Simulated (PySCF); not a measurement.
## Dipole moment and polarisability of ethylbutylamine

Compound: ethylbutylamine, C6H15N.
Numbering: `[CH3:1][CH2:2][CH2:3][CH2:4][NH:5][CH2:6][CH3:7]` (hydrogens: H8, H9, H10 on C1; H11, H12 on C2; H13, H14 on C3; H15, H16 on C4; H17 on N5; H18, H19 on C6; H20, H21, H22 on C7)

Cartesian coordinates in Å at the PBE0-D3(BJ)/def2-SVP level; atoms count from 1:
```
atom  x, y, z in Å
C1    -3.6058   -0.5642    0.0129
C2    -2.4929    0.4602    0.1671
C3    -1.0983   -0.1492    0.1544
C4     0.0118    0.8827    0.3560
N5     1.3680    0.3858    0.3703
C6     1.8730   -0.1327   -0.8807
C7     3.3309   -0.5322   -0.7552
H8    -3.5119   -1.1161   -0.9362
H9    -3.5805   -1.3067    0.8266
H10   -4.5996   -0.0915    0.0256
H11   -2.6344    1.0232    1.1069
H12   -2.5659    1.2104   -0.6402
H13   -0.9434   -0.6851   -0.7984
H14   -1.0234   -0.9157    0.9483
H15   -0.0589    1.6493   -0.4368
H16   -0.1704    1.4207    1.3035
H17    1.4859   -0.3048    1.1091
H18    1.7750    0.6652   -1.6384
H19    1.2937   -0.9953   -1.2792
H20    3.9312    0.3158   -0.3933
H21    3.4552   -1.3608   -0.0386
H22    3.7376   -0.8679   -1.7207
```

Level: PBE0/def2-SVPD (PySCF), static field, nuclei fixed, core orbitals frozen in the response. The polarisability tensor in these axes (au):

```
x   103.11  -1.54  -3.35
y    -1.54  78.40   1.89
z    -3.35   1.89  77.02
```

Task: Give the principal values, the mean and the anisotropy Δα = √{½[(α1 − α2)² + (α2 − α3)² + (α1 − α3)²]}.

Result: Principal values 75.56, 79.31 and 103.66 au; mean 86.17 au = 12.77 Å³ = 14.21 × 10⁻⁴⁰ C²·m²/J; Δα = 26.42 au (31 % of the mean).

Task: What is the dipole moment, and where does it point?

Result: (-0.56, -0.71, -0.12) D, 0.92 D in size, pointing from the negative to the positive side. Measured along this direction, the outermost atoms are H20 at the negative end and H8 and H9 at the positive end.

Task: Find the Langevin capture rate constant for H3O+ (19.018 u) meeting this molecule (101.120 u), k = 2.342 × 10⁻⁹ cm³/s × √(α in Å³ / reduced mass in u).

Result: The reduced mass is 16.01 u, so k = 2.09 × 10⁻⁹ cm³/s. The formula leaves out the permanent dipole, which adds to the capture rate.

Task: In TDDFT the mean static polarisability is Σ f/ω² over all singlet excitations (ω in hartree). How much of it do the 6 lowest give? Their energies (eV) and oscillator strengths: 5.84, 0.0093; 6.29, 0.0044; 6.45, 0.0088; 6.55, 0.0050; 6.92, 0.0330; 7.50, 0.0277.

Result: They add up to 1.40 au, 1.6 % of the 86.17 au; the largest single term is 0.51 au, from the state at 6.92 eV. Terms in order: 0.20, 0.08, 0.16, 0.09, 0.51, 0.37 au. Higher excitations give the rest. The strengths listed sum to 0.088.

Task: What would n − 1 = 2πNα be for an ideal gas of these molecules at 400 K and 1 atm, electronic part alone?

Result: N = p/kT = 1.8347 × 10¹⁹ cm⁻³, so n − 1 = 2π × N × 12.77 × 10⁻²⁴ cm³ = 1472 × 10⁻⁶ at long wavelengths.

Task: Rayleigh depolarisation ratio (linearly polarised light, static tensor)?

Result: ρ = 3Δα²/(45ᾱ² + 4Δα²) = 2094.5/(334166 + 2792.7) = 0.00622.

Task: Directions of the eigenvectors, and the extent of the frame along each?

Result: Largest value along (0.99, -0.07, -0.13), where the nuclei span 8.53 Å; middle along (0.13, 0.85, 0.51), 3.73 Å; least along (0.07, -0.52, 0.85), 2.82 Å. The response follows the extents in order.

Geometry: PBE0-D3(BJ)/def2-SVP, one conformer, isolated molecule.
